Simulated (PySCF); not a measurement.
Predicted microwave data (PBE0/pcSseg-1 in PySCF (dipole) on a GFN2-xTB geometry, gas phase) for one isomer of C5H11NSi:

- Rotational constants: A = 5188, B = 1319, C = 1132 MHz
- Dipole components: |μa| = 0.04 D, |μb| = 0.57 D, |μc| = 0.45 D
- Inertial defect: -34.20 u·Å²
- κ: -0.91

Task: Which structure is it? (One computed conformer of each.)
A. `[CH3:1][C:2]#[C:3][CH2:4][N:5]([CH3:6])[SiH3:7]` with C3–C4–N5–C6 71°
B. `[H]/[N:1]=[CH:2]/[SiH2:3][CH:4]1[CH2:5][CH2:6][CH2:7]1` with N1–C2–Si3–C4 1°, C2–Si3–C4–C5 176°, Si3–C4–C5–C6 -105°, C4–C5–C6–C7 -12°, C5–C6–C7–C4 12°, Si3–C4–C7–C6 105°
C. `[CH2:1]=[CH:2][C@@H:3]1[CH2:4][NH:5][SiH2:6][CH2:7]1` with C1–C2–C3–C4 -123°, C2–C3–C4–N5 -165°, C3–C4–N5–Si6 31°, C4–N5–Si6–C7 -8°, N5–Si6–C7–C3 -17°

Result: C. It is C=C[C@@H]1CN[SiH2]C1, a near-prolate asymmetric top, point group C1. The candidates at the same level (rigid rotor, commonest isotopes):

```
              SMILES  A (MHz)  B (MHz)  C (MHz)  μa (D)  μb (D)  μc (D)  Δ (u·Å²)  point group                        rotor
[H]/N=C/[SiH2]C1CCC1     4338     1306     1130    0.80    0.35    0.41    -56.12           C1               asymmetric top
     CC#CCN(C)[SiH3]     3606     1065    978.1    1.01    0.34    0.45    -97.87           C1  near-prolate asymmetric top
C=C[C@@H]1CN[SiH2]C1     5188     1319     1132    0.04    0.57    0.45    -34.20           C1  near-prolate asymmetric top
```

`[H]/N=C/[SiH2]C1CCC1` has A 16 % too low; `CC#CCN(C)[SiH3]` has A 30 % too low. No structure here is proved a minimum.
